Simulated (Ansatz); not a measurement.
```yaml
crystal:
  periodic: [false, false, false]
  atoms:
    - {symbol: C, position_ang: [0.335406, -1.737939, -0.404401]}
    - {symbol: O, position_ang: [0.399235, -0.158868, -0.770185]}
    - {symbol: Sn, position_ang: [0.175269, 0.971799, 0.908650]}
    - {symbol: C, position_ang: [-0.599366, 2.738740, -0.088023]}
    - {symbol: N, position_ang: [-0.933488, 3.790184, -0.811856]}
    - {symbol: H, position_ang: [-0.168141, -2.014962, 0.430434]}
    - {symbol: H, position_ang: [1.491624, -1.947347, -0.267605]}
    - {symbol: H, position_ang: [0.131559, -2.198027, -1.161698]}
    - {symbol: H, position_ang: [-0.987242, 0.540253, 1.836271]}
basis:
  gaussian: {orbitals: def2-SVPD, final_grid: {core_spheres: 8, valence_spheres: 7, degree: 23}}
magnetization: {spin_polarized: true, initial_magnetization: 1}
hamiltonian: {xc: {name: PBE}}
output: {forces: true}
```

```sh
$ ansatz run in.yaml --threads 2 --pin off --events-out ev --progress --plain --max-ram 32768MiB --backend cpu
```

It prints (some lines left out):

```
Functional definition: PBE
1307 factors; their error is unknown
mean field evaluation 1: about -11479.4494 eV, gradient 5.1e1 eV
mean field evaluation 2: about -11317.2572 eV, gradient 1.6e2 eV
mean field evaluation 4: about -11488.3941 eV, gradient 3.1e1 eV
mean field evaluation 8: about -11492.3211 eV, gradient 6.0e-1 eV
mean field evaluation 16: about -11492.2758 eV, gradient 2.0e-3 eV
mean field -11492.27577849 eV, -422.3333451152 hartree, gradient 6.3e-5 eV, S^2 0.752427; 1 other end points of the search recorded, 0 dependent functions left out
reference -11492.27583126 eV, -422.3333470546 hartree; 27, 26 occupied and 120, 121 virtual orbitals, 1307 factors
Total energy: -11492.27583126 eV, -422.3333470546 hartree
Atom 0 at     0.335406    -1.737939    -0.404401 Å, force     8.019736     8.561120     5.504051 eV/Å
Atom 1 at     0.399235    -0.158868    -0.770185 Å, force    -0.884785    -3.091655     1.024587 eV/Å
Atom 2 at     0.175269     0.971799     0.908650 Å, force     2.687409     1.505213    -2.332798 eV/Å
Atom 3 at    -0.599366     2.738740    -0.088023 Å, force    -2.477273     7.966887    -5.557622 eV/Å
Atom 4 at    -0.933488     3.790184    -0.811856 Å, force     2.578344    -8.045346     5.634973 eV/Å
Atom 5 at    -0.168141    -2.014962     0.430434 Å, force    -2.148813    -0.524929     3.099317 eV/Å
Atom 6 at     1.491624    -1.947347    -0.267605 Å, force    -1.885643     0.093627     0.154897 eV/Å
Atom 7 at     0.131559    -2.198027    -1.161698 Å, force    -3.181214    -5.285137    -9.608805 eV/Å
Atom 8 at    -0.987242     0.540253     1.836271 Å, force    -2.707761    -1.179780     2.081401 eV/Å
Dipole moment:     0.243840    -1.044670     0.719071 e Å
```

Run time 3.8 s (2 threads of an AMD EPYC 7R13 on a shared host); peak host memory 0.64 GiB.
